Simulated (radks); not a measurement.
Q: These are the eigenvalues of the occupied orbitals of an atom or ion with whole-number occupations (Ry). Calculated with a radial shooting solver on a logarithmic mesh with Libxc functionals: scalar-relativistic Kohn-Sham, PBE, spin-unpolarised, spherical densities, point nucleus.

1s: -2228.810
2s: -340.3152
2p: -305.6506
3s: -67.81440
3p: -56.51539
3d: -39.27769
4s: -12.29459
4p: -8.83597
4d: -3.81153
5s: -2.16211
5p: -1.47596

Which element is it, and in what charge state? The configuration may be excited.

A: Z = 51, antimony, charge +2: Sb2+ in [Kr] 4d10 5s2 5p1. The list shows which subshells hold electrons but not how many an open one holds; the 1s level, -1114.4 hartree, gives Z - s = 47.2 by -(Z - s)^2/2, which with screening and relativity narrows Z to a few neighbours, and the depths of the outer levels then fix element, charge and occupations together.
